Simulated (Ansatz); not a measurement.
C2H2N2, SMILES `[C-]#[N+][C]N` (lower singlet) (charge 0, multiplicity 1). This singlet lies 1.54 eV below the relaxed triplet at the level B3LYP/cc-pVTZ // PBE0-D3(BJ)/def2-TZVP (Ansatz, a first-principles code).

Level of theory: frozen-core fic-MRCISD+Q@CASSCF(2e,2o)/cc-pVTZ // PBE0-D3(BJ)/def2-TZVP (Ansatz).

Ansatz 0.2 input:
```yaml
crystal:
  periodic: [false, false, false]
  atoms:
    - { symbol: C, position_ang: [2.348623, -0.043671, 0.596281] }
    - { symbol: N, position_ang: [1.220095, -0.282855, 0.364025] }
    - { symbol: C, position_ang: [-0.007146, -0.7881, 0.051165] }
    - { symbol: N, position_ang: [-0.928225, 0.134056, 0.136547] }
    - { symbol: H, position_ang: [-0.753515, 1.100704, 0.401172] }
    - { symbol: H, position_ang: [-1.87983, -0.120131, -0.072155] }
basis:
  gaussian: { orbitals: cc-pVTZ }
correlation:
  method: fic_mrcisd_q
  active_space: { window: { electrons: 2, orbitals: 2 } }
```

Output:

```
Functional definition: HF
876 factors; integrals over basis functions are off by at most 1.1e-3 eV
mean field evaluation 1: about -5053.0022 eV, gradient 2.8e1 eV
mean field evaluation 2: about -5053.0076 eV, gradient 2.8e1 eV
mean field evaluation 4: about -5054.9969 eV, gradient 4.7e0 eV
mean field evaluation 8: about -5055.0617 eV, gradient 1.6e-1 eV
mean field -5055.06179642 eV, -185.7700945745 hartree, gradient 2.7e-6 eV, S^2 0.000000; 0 other end points of the search recorded, 0 dependent functions left out
reference -5055.06179642 eV, -185.7700945745 hartree; 14, 14 occupied and 134, 134 virtual orbitals, 876 factors
state -5055.70795058 eV, -185.7938403018 hartree
contracted CI cycle   1: correlation 0.00000000 eV, 0.0000000000 hartree, residual 4.60e1 eV
contracted CI cycle   2: correlation -15.17165047 eV, -0.5575478710 hartree, residual 7.24e0 eV
contracted CI cycle   3: correlation -15.64149459 eV, -0.5748143241 hartree, residual 1.50e0 eV
contracted CI cycle   4: correlation -15.66333519 eV, -0.5756169513 hartree, residual 4.09e-1 eV
contracted CI cycle   5: correlation -15.66525957 eV, -0.5756876711 hartree, residual 1.24e-1 eV
contracted CI cycle   6: correlation -15.66542188 eV, -0.5756936357 hartree, residual 3.74e-2 eV
contracted CI cycle   7: correlation -15.66543759 eV, -0.5756942132 hartree, residual 1.21e-2 eV
contracted CI cycle   8: correlation -15.66543901 eV, -0.5756942653 hartree, residual 3.43e-3 eV
contracted CI cycle   9: correlation -15.66543914 eV, -0.5756942701 hartree, residual 1.10e-3 eV
contracted CI cycle  10: correlation -15.66543915 eV, -0.5756942705 hartree, residual 3.28e-4 eV
state -5055.70795058 eV, -185.7938403018 hartree; corrected -5073.80963201 eV, -186.4590648247 hartree
Total energy: -5073.80963201 eV, -186.4590648247 hartree
```
